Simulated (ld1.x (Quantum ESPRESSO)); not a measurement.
**Transferability test, TM potential for C (Z = 6)**

ld1.x (Quantum ESPRESSO) 7.5 input, shortened:

```
&input
   title='C', zed=6., rel=0, dft='PBE', iswitch=3,
   config='[He] 2s2 2p2 3d-2'
 /
 &inputp
   pseudotype=2, tm=.true., lloc=0,
   nlcc=.false.
 /
3
2P  2  1   2.00   0.00  1.55  1.55  0.0
3D  3  2  -2.00   0.45  1.35  1.35  0.0
1S  1  0   2.00   0.00  0.30  0.30  0.0
 &test
   configts(1)='1s2 2s2 2p2'
 /
```

Occupied shells without a wave of their own: 2s. They enter only through the test configuration that unscreens the potential.

Energies are relative to the spin-unpolarised reference configuration 1s2 2s2 2p2; without spin polarisation the order of configurations can differ from experiment.

| valence configuration | charge | ΔE all-electron (eV) | error AE − PS (meV) |
| --- | --- | --- | --- |
| 1s2 2s2 2p1 | +1 | 10.865 | +10 |
| 1s2 2s2 2p0 | +2 | 35.025 | +101 |
| 1s2 2s1 2p0 | +3 | 83.198 | +330 |
| 1s2 2s0 2p4 | 0 | 16.945 | +142 |
| 1s2 2s0 2p0 | +4 | 147.053 | +650 |
| 1s1 2s2 2p2 | +1 | 304.246 | +3883 |

Q: What are ΔE and the potential's error for 1s2 2s1 2p3?

A: ΔE = 8.463 eV all-electron; the error (AE − PS) is +72 meV.

The 2s level has no wave, so the channel is fitted at the deeper level alone: the likely source of the large errors.

A Bessel basis up to 400 Ry misses an occupied level by 0.35 Ry, so cutoffs and ghosts were not judged.
